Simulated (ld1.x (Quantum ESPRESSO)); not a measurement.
**u(r) = r·R(r): atom against pseudo-atom (Zr (Z = 40))**

Columns: radius, all-electron u(r) and pseudo u(r) of the 5p shell (level -8.77 eV) of zirconium in the configuration [Kr] 4d2 5s0.5 5p0; Wu–Cohen, scalar-relativistic, TM scheme, ld1.x (Quantum ESPRESSO) 7.5.

```csv
r (bohr),all-electron,pseudo
0.184,-0.0255,-0.0023
0.368,-0.1551,-0.0092
0.552,0.0013,-0.0208
0.736,0.1753,-0.0373
0.920,0.2646,-0.0588
1.104,0.2671,-0.0856
1.288,0.2081,-0.1179
1.472,0.1144,-0.1556
1.656,0.0063,-0.1986
1.840,-0.1028,-0.2462
2.024,-0.2049,-0.2970
2.208,-0.2954,-0.3492
2.392,-0.3725,-0.4005
2.576,-0.4355,-0.4482
2.760,-0.4849,-0.4896
2.944,-0.5215,-0.5229
3.128,-0.5465,-0.5467
3.312,-0.5611,-0.5611
3.496,-0.5667,-0.5667
3.680,-0.5646,-0.5646
3.864,-0.5564,-0.5564
4.048,-0.5433,-0.5433
4.232,-0.5263,-0.5263
4.416,-0.5066,-0.5066
4.600,-0.4848,-0.4848
4.784,-0.4614,-0.4614
```

(1) How many radial nodes do the two functions have?

(2) At about which radius was the pseudo-wave matched?

(3) Is the pseudo-wave norm-conserving?

## Answers

(1) The all-electron 5p function has n − l − 1 = 3 (the table is too coarse to show those close to the nucleus); the pseudo-wave has 0, since the states of the same l below it are removed with the core.

(2) 3.62 bohr. The columns agree to 0.0005 from 3.13 bohr on; several derivatives are matched, so the curves merge somewhat inside the radius.

(3) Yes: the TM scheme keeps the norm inside the radius equal to the all-electron one, which fixes the energy derivative of the logarithmic derivative at the level.
